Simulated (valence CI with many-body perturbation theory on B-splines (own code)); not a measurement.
E1 line list for Xe22+

Method: valence CI with perturbative core correlation (CI+MBPT): four valence electrons over a frozen Dirac-Fock core [Ar] 3d10, radial functions for each j: 11 s, 11 p, 9 d, 7 f, 5 g, 2 h, 1 i, with the one-electron correlation potential Σ1, the two-electron term Σ2, the three-electron term Σ3, Breit, model QED; selected CI, second order for the rest (own B-spline code, finite nucleus).

No measured spectrum was set against this ion. As an estimate, levels hold to about 250 cm⁻¹ or 0.2 % of their energy and the worst to 1 %, as in measured heavy ions of charge 2 to 7; those with d or f electrons hold less well.

Lines 201 to 222 of 222 in falling wavelength, among levels below 1533000 cm⁻¹, chosen from the strongest by gf and those to the six lowest levels. Wavelengths and rates use the calculated energies, so an error of 2000 cm⁻¹ moves a line at 110.0 Å by 0.22 % and its rate by three times that or more. Electric multipoles are in the length gauge, E1 and E2 with the static RPA response of the core. Weak lines are less certain than strong ones. Lines between different terms over intervals too small for the method are left out, as are lines whose strength nearly cancels. Where a level lies close to another of its J and parity, the split of strength between their lines is uncertain. The highest levels of a list are the least certain.

Levels are named by their leading jj configuration (3d3/2^4 stands for four electrons in 3d with j = 3/2), which in mixed levels can hold well under half, so a name can repeat and another be missing. Letters in brackets count levels of one name in rising energy.

| λ vac (Å) | Upper | Lower | A (s⁻¹) | S (a.u.) with core polarisation | S without |
| --- | --- | --- | --- | --- | --- |
| 110.0 | (4s 4p1/2 4p3/2 4d5/2) J=2 [c] | (4s 4p1/2^2 4p3/2) J=1 | 3.42e+10 | 1.12e-01 | 1.21e-01 |
| 109.6 | (4s^2 4p3/2 4d5/2) J=2 | (4s^2 4p1/2 4p3/2) J=1 | 2.20e+10 | 7.15e-02 | 7.71e-02 |
| 107.3 | (4s 4p1/2 4p3/2 4d3/2) J=1 [c] | (4s 4p1/2^2 4p3/2) J=2 | 3.89e+09 | 7.11e-03 | 7.67e-03 |
| 107.3 | (4s 4p1/2 4p3/2 4d5/2) J=3 [c] | (4s 4p1/2^2 4p3/2) J=2 | 4.40e+10 | 1.88e-01 | 2.03e-01 |
| 106.6 | (4s^2 4p3/2 4d5/2) J=3 | (4s^2 4p1/2 4p3/2) J=2 | 5.32e+10 | 2.23e-01 | 2.40e-01 |
| 106.5 | (4s 4p1/2 4p3/2 4d5/2) J=3 [d] | (4s 4p1/2^2 4p3/2) J=2 | 3.08e+10 | 1.29e-01 | 1.38e-01 |
| 106.2 | (4s 4p3/2^2 4d3/2) J=1 [b] | (4s 4p1/2^2 4p3/2) J=1 | 2.41e+10 | 4.27e-02 | 4.61e-02 |
| 105.4 | (4s 4p1/2 4p3/2 4d5/2) J=1 [b] | (4s 4p1/2^2 4p3/2) J=2 | 2.58e+09 | 4.47e-03 | 4.83e-03 |
| 104.7 | (4s^2 4p3/2 4d5/2) J=1 | (4s^2 4p1/2 4p3/2) J=2 | 4.72e+07 | 8.02e-05 | 8.49e-05 |
| 103.8 | (4s 4p1/2 4p3/2 4d3/2) J=2 [d] | (4s 4p1/2^2 4p3/2) J=2 | 3.07e+09 | 8.49e-03 | 9.14e-03 |
| 102.9 | (4s 4p1/2 4p3/2 4d5/2) J=2 [b] | (4s 4p1/2^2 4p3/2) J=2 | 8.68e+08 | 2.33e-03 | 2.53e-03 |
| 102.8 | (4s 4p1/2 4p3/2 4d5/2) J=3 [e] | (4s 4p1/2^2 4p3/2) J=2 | 9.53e+09 | 3.58e-02 | 3.85e-02 |
| 102.6 | (4s^2 4p3/2 4d5/2) J=1 | (4s^2 4p1/2 4p3/2) J=1 | 6.68e+09 | 1.07e-02 | 1.15e-02 |
| 102.5 | (4s 4p3/2^2 4d3/2) J=1 [a] | (4s 4p1/2^2 4p3/2) J=2 | 1.11e+09 | 1.77e-03 | 1.91e-03 |
| 102.2 | (4s 4p1/2 4p3/2 4d5/2) J=1 [c] | (4s 4p1/2^2 4p3/2) J=2 | 7.26e+08 | 1.15e-03 | 1.24e-03 |
| 101.9 | (4s 4p1/2 4p3/2 4d5/2) J=2 [c] | (4s 4p1/2^2 4p3/2) J=2 | 3.61e+07 | 9.42e-05 | 1.04e-04 |
| 101.6 | (4s 4p3/2^2 4d3/2) J=2 [a] | (4s 4p1/2^2 4p3/2) J=2 | 2.23e+09 | 5.77e-03 | 6.21e-03 |
| 99.95 | (4s 4p3/2^2 4d3/2) J=3 | (4s 4p1/2^2 4p3/2) J=2 | 2.35e+09 | 8.10e-03 | 8.71e-03 |
| 99.13 | (4s^2 4p3/2 4d3/2) J=1 | (4s^2 4p1/2^2) J=0 | 3.20e+08 | 4.61e-04 | 4.96e-04 |
| 98.68 | (4s 4p3/2^2 4d3/2) J=2 [b] | (4s 4p1/2^2 4p3/2) J=2 | 5.27e+09 | 1.25e-02 | 1.35e-02 |
| 98.56 | (4s 4p3/2^2 4d3/2) J=1 [b] | (4s 4p1/2^2 4p3/2) J=2 | 9.08e+08 | 1.29e-03 | 1.39e-03 |
| 91.87 | (4s^2 4p3/2 4d5/2) J=1 | (4s^2 4p1/2^2) J=0 | 1.83e+09 | 2.10e-03 | 2.27e-03 |
